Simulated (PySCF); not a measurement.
## Trend along the halogens: MZn cations

PBE with triple-zeta basis sets in PySCF, for the lowest determinant that a PBE0 search found; no spin–orbit coupling. De refers to high-spin ground-configuration atoms (the charge goes to the atom of lower measured ionisation energy or higher electron affinity, which is not always the lowest computed limit). A positive dipole points towards Zn; it is taken about the centre of mass and depends on that origin.

```csv
M,basis,charged atom,state (unpaired electrons),Re (Å),ωe (cm⁻¹),De (eV),μ (D)
F,def2-TZVPPD,Zn+,singlet (closed shell),1.729,680,3.15,5.27
Br,def2-TZVPPD,Zn+,singlet (closed shell),2.205,326,2.64,5.90
```

Q: The row for M = Cl is missing. Estimate Re, ωe and De as the mean of the rows for F and Br, and compare with the calculation.

A: The means are 1.967 Å, 503 cm⁻¹ and 2.90 eV. PBE in def2-TZVPPD gives ZnCl⁺ as a singlet (closed shell) with Re = 2.066 Å, ωe = 445 cm⁻¹, De = 2.78 eV, so the estimate is off by -9.9 pm, +13 % and +0.11 eV.

For an ion De counts to the pair picked by the measured ionisation energies or electron affinities, which need not be the lowest pair at this level.
